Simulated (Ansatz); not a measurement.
```csv
atom,x (Å),y (Å),z (Å)
S,0.0000,0.0000,-0.4606
O,0.0000,0.0000,0.9212
```

Basis set: 6-31G* (spherical functions). Correlated methods keep 6 orbitals frozen. Charge 0, multiplicity 3.

Computed with Ansatz (development build ahead of 0.2.0); each method stands on the lowest determinant of its kind that the runs found.

The atomization energy at this shape (free ground-state atoms in the same class of orbitals less the molecule, no zero-point energy) of triplet SO:

| method | atomization energy |
| --- | --- |
| UHF | 35.93 kcal/mol |

(1) What does UHF-MP2 give?

Answers

(1) 97.12 kcal/mol. Caution: the shape is not the minimum.
